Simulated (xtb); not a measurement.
Cl₃MoO (SMILES [O]=[Mo]([Cl])([Cl])[Cl]), doublet, at a GFN2-xTB geometry (such geometries of metal compounds can be far from the true shape) (the multiplicity is a formal guess), atoms displaced at random by about 0.05 Å a coordinate; GFN1-xTB run with xtb.

Here is a job for xtb.
```
$ xtb mol.xyz --gfn 1 --uhf 1 --opt loose --json

# file mol.xyz
5

Mo     0.32167533    -0.14890883    -0.05702505
O      1.58952233    -0.77208595    -0.88113092
Cl     0.41580742     0.98014340     1.81332454
Cl    -0.84125445     1.14315459    -1.41204072
Cl    -1.41344286    -1.56756024     0.02895735
```

What the program printed (banner, timings and long lists left out):

```
   ID    Z sym.   atoms
    1   42 Mo     1
    2    8 O      2
    3   17 Cl     3-5

           -------------------------------------------------
          |                Calculation Setup                |
           -------------------------------------------------

           -------------------------------------------------
          |                 G F N 1 - x T B                 |
           -------------------------------------------------

          ...................................................
          :                      SETUP                      :
          :.................................................:
          :  # basis functions                  44          :
          :  # atomic orbitals                  40          :
          :  # shells                           14          :
          :  # electrons                        33          :
          :  # halogen bonds                     3          :
          :  max. iterations                   250          :
          :  Hamiltonian                  GFN1-xTB          :
          :  restarted?                      false          :
          :  GBSA solvation                  false          :
          :  PC potential                    false          :
          :  electronic temp.          300.0000000     K    :
          :  accuracy                    1.0000000          :
          :  -> integral cutoff          0.2500000E+02      :
          :  -> integral neglect         0.1000000E-07      :
          :  -> SCF convergence          0.1000000E-05 Eh   :
          :  -> wf. convergence          0.2000000E-04 e    :
          :  Broyden damping             0.4000000          :
          :  net charge                          0          :
          :  unpaired electrons                  1          :
          ...................................................

 iter      E             dE          RMSdq      gap      omega  full diag
   1    -19.7174338 -0.197174E+02  0.768E+00    0.62       0.0  T
   2    -19.7250288 -0.759502E-02  0.435E+00    0.63       1.0  T
   3    -19.7207769  0.425192E-02  0.169E+00    0.62       1.0  T
   4    -19.7262686 -0.549171E-02  0.293E-01    0.62       1.0  T
   5    -19.7268346 -0.565963E-03  0.512E-02    0.62       1.0  T
   6    -19.7268402 -0.564381E-05  0.575E-03    0.62       7.8  T
   7    -19.7268402  0.143503E-07  0.630E-03    0.62       7.1  T
   8    -19.7268404 -0.167330E-06  0.531E-05    0.62     842.9  T
   9    -19.7268404 -0.185452E-11  0.311E-05    0.62    1436.4  T

   *** convergence criteria satisfied after 9 iterations ***

         :::::::::::::::::::::::::::::::::::::::::::::::::::::
         ::                     SUMMARY                     ::
         :::::::::::::::::::::::::::::::::::::::::::::::::::::
         :: total energy             -19.662328596412 Eh    ::
         :: gradient norm              0.041822903740 Eh/a0 ::
         :: HOMO-LUMO gap              0.621738869302 eV    ::
         ::.................................................::
         :: SCC energy               -19.726840377383 Eh    ::
         :: -> electrostatic           0.139321283943 Eh    ::
         :: repulsion energy           0.067616090663 Eh    ::
         :: dispersion energy         -0.003104309693 Eh    ::
         :: halogen bond corr.         0.000000000000 Eh    ::
         :: add. restraining           0.000000000000 Eh    ::
         :: total charge               0.000000000000 e     ::
         :::::::::::::::::::::::::::::::::::::::::::::::::::::

      -----------------------------------------------------------
     |                   =====================                   |
     |                        A N C O P T                        |
     |                   =====================                   |
     |               Approximate Normal Coordinate               |
     |                Rational Function Optimizer                |
      -----------------------------------------------------------
      -----------------------------------------------------------
     |                   =====================                   |
     |                        A N C O P T                        |
     |                   =====================                   |
     |               Approximate Normal Coordinate               |
     |                Rational Function Optimizer                |
      -----------------------------------------------------------

          ...................................................
          :                      SETUP                      :
          :.................................................:
          :   optimization level             loose          :
          :   max. optcycles                   200          :
          :   ANC micro-cycles                  20          :
          :   degrees of freedom                 9          :
          :.................................................:
          :   RF solver                   davidson          :
          :   write xtbopt.log                true          :
          :   linear?                        false          :
          :   energy convergence         0.5000000E-04 Eh   :
          :   grad. convergence          0.4000000E-02 Eh/α :
          :   maxmium RF displ.          1.0000000          :
          :   Hlow (freq-cutoff)         0.1000000E-01      :
          :   Hmax (freq-cutoff)         5.0000000          :
          :   S6 in model hess.         20.0000000          :
          ...................................................

generating ANC from exact Hessian ...
Using Lindh-Hessian (1995)
 Shifting diagonal of input Hessian by    1.3990385396545318E-002
 Lowest  eigenvalues of input Hessian
    0.010000    0.000000    0.000000    0.000000    0.000000    0.000000
    0.000000    0.015431    0.020099    0.025949    0.031969    0.114864
    0.168350    0.218384    1.448441
 Highest eigenvalues
[...]
 * total energy  :   -19.6623286 Eh     change       -0.2017941E-11 Eh
 * total energy  :   -19.6645584 Eh     change       -0.2229812E-02 Eh
 * total energy  :   -19.6657659 Eh     change       -0.1207527E-02 Eh
 * total energy  :   -19.6658401 Eh     change       -0.7418701E-04 Eh
 * total energy  :   -19.6658660 Eh     change       -0.2591947E-04 Eh
   *** GEOMETRY OPTIMIZATION CONVERGED AFTER 5 ITERATIONS ***
[...]
          :  PC potential                    false          :
          :  electronic temp.          300.0000000     K    :
          :  accuracy                    1.0000000          :
          :  -> integral cutoff          0.2500000E+02      :
          :  -> integral neglect         0.1000000E-07      :
          :  -> SCF convergence          0.1000000E-05 Eh   :
          :  -> wf. convergence          0.2000000E-04 e    :
          :  Broyden damping             0.4000000          :
          :  net charge                          0          :
          :  unpaired electrons                  1          :
          ...................................................

 iter      E             dE          RMSdq      gap      omega  full diag
   1    -19.7201734 -0.197202E+02  0.857E-08    0.63       0.0  T
   2    -19.7201734 -0.710543E-14  0.358E-08    0.63  100000.0  T
   3    -19.7201734  0.603961E-13  0.302E-08    0.63  100000.0  T

   *** convergence criteria satisfied after 3 iterations ***

         :::::::::::::::::::::::::::::::::::::::::::::::::::::
         ::                     SUMMARY                     ::
         :::::::::::::::::::::::::::::::::::::::::::::::::::::
         :: total energy             -19.665866041257 Eh    ::
         :: gradient norm              0.001922836979 Eh/a0 ::
         :: HOMO-LUMO gap              0.633123348738 eV    ::
         ::.................................................::
         :: SCC energy               -19.720173379766 Eh    ::
         :: -> electrostatic           0.139217270998 Eh    ::
         :: repulsion energy           0.057388532760 Eh    ::
         :: dispersion energy         -0.003081194251 Eh    ::
         :: halogen bond corr.         0.000000000000 Eh    ::
         :: add. restraining           0.000000000000 Eh    ::
         :: total charge               0.000000000000 e     ::
         :::::::::::::::::::::::::::::::::::::::::::::::::::::

           -------------------------------------------------
          |                Property Printout                |
           -------------------------------------------------

    * Orbital Energies and Occupations

         #    Occupation            Energy/Eh            Energy/eV
      -------------------------------------------------------------
         1        2.0000           -0.9845407             -26.7907
       ...           ...                  ...                  ...
         5        2.0000           -0.5829252             -15.8622
         6        2.0000           -0.5596404             -15.2286
         7        2.0000           -0.5576638             -15.1748
         8        2.0000           -0.5486975             -14.9308
         9        2.0000           -0.5430087             -14.7760
        10        2.0000           -0.5335065             -14.5175
        11        2.0000           -0.5275767             -14.3561
        12        2.0000           -0.5272709             -14.3478
        13        2.0000           -0.5232272             -14.2377
        14        2.0000           -0.5142953             -13.9947
        15        2.0000           -0.5081010             -13.8261
        16        2.0000           -0.5022849             -13.6679
        17        1.0000           -0.3786429             -10.3034 (HOMO)
        18        0.0000           -0.3553761              -9.6703 (LUMO)
        19                         -0.3010154              -8.1910
        20                         -0.2998597              -8.1596
        21                         -0.2801260              -7.6226
        22                         -0.1134095              -3.0860
        23                         -0.1070440              -2.9128
        24                         -0.1067738              -2.9055
        25                         -0.0969633              -2.6385
        26                         -0.0968897              -2.6365
        27                         -0.0853827              -2.3234
        28                         -0.0845399              -2.3004
       ...                                ...                  ...
        40                          0.3233538               8.7989
      -------------------------------------------------------------
                  HL-Gap            0.0232669 Eh            0.6331 eV
             Fermi-level           -0.4037367 Eh          -10.9862 eV

  Mulliken/CM5 charges         n(s)   n(p)   n(d)
     1Mo    1.23829  1.70692   0.659  1.039  3.063
     2O    -0.59323 -0.83760   1.703  4.891  0.000
     3Cl   -0.18662 -0.27554   1.872  5.325 -0.011
     4Cl   -0.22856 -0.29649   1.874  5.365 -0.010
     5Cl   -0.22988 -0.29729   1.874  5.366 -0.010

Wiberg/Mayer (AO) data.
largest (>0.10) Wiberg bond orders for each atom

 ---------------------------------------------------------------------------
     #   Z sym  total        # sym  WBO       # sym  WBO       # sym  WBO
 ---------------------------------------------------------------------------
     1  42 Mo   5.708 --     2 O    2.112     3 Cl   1.258     4 Cl   1.170
                             5 Cl   1.168
     2   8 O    2.271 --     1 Mo   2.112
     3  17 Cl   1.394 --     1 Mo   1.258
     4  17 Cl   1.289 --     1 Mo   1.170
     5  17 Cl   1.287 --     1 Mo   1.168
 ---------------------------------------------------------------------------

Topologies differ in total number of bonds
Writing topology from bond orders to xtbtopo.mol

 dipole moment from electron density (au)
     X       Y       Z
  -0.2776   0.7520   1.2482  total (Debye):    3.771

optimized geometry written to: xtbopt.xyz

           -------------------------------------------------
          | TOTAL ENERGY              -19.665866041257 Eh   |
          | GRADIENT NORM               0.001922836979 Eh/α |
          | HOMO-LUMO GAP               0.633123348738 eV   |
           -------------------------------------------------

normal termination of xtb
```
